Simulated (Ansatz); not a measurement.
`CB(S)C[SiH3]` + `O[SiH3]` → `CB(S)O[SiH3]` + `C[SiH3]`  (ligand exchange at a B–C bond)

Computed with Ansatz on PBE0-D4/def2-TZVP structures; ΔE is electronic, products minus reactants. CCSD(T)/CBS is the MP2 limit (def2-TZVPP, def2-QZVPP) plus CCSD(T) − MP2 in def2-TZVPP, frozen cores. This one scheme is used for every species. One conformer a species, not always the lowest.

```
       species  HF/def2-TZVPP energy (Eh)
`CB(S)C[SiH3]`                 -792.23566
     `O[SiH3]`                 -366.21048
`CB(S)O[SiH3]`                 -828.17253
     `C[SiH3]`                 -330.32143
```

(1) Work out ΔE.

Largest T1 diagnostic among the species: 0.012.

Answers

(1) ΔE = (-828.17253) + (-330.32143) − (-792.23566) − (-366.21048) = -0.04782 Eh = -125.6 kJ/mol. CCSD(T)/CBS gives -104.7 kJ/mol.

In def2-TZVPP, CCSD(T) changes the Hartree–Fock value by +19.8 kJ/mol (the triples alone add +2.2 kJ/mol) and MP2 by +23.1 kJ/mol. The D4 term adds +3.7 kJ/mol with B3LYP and +2.2 kJ/mol with PBE0; it sums over pairs of atoms, weighted by their polarisabilities, and B3LYP, whose exchange is more repulsive, gets the larger term.

B3LYP here is the variant with VWN-RPA as its local correlation; programs differ in this.
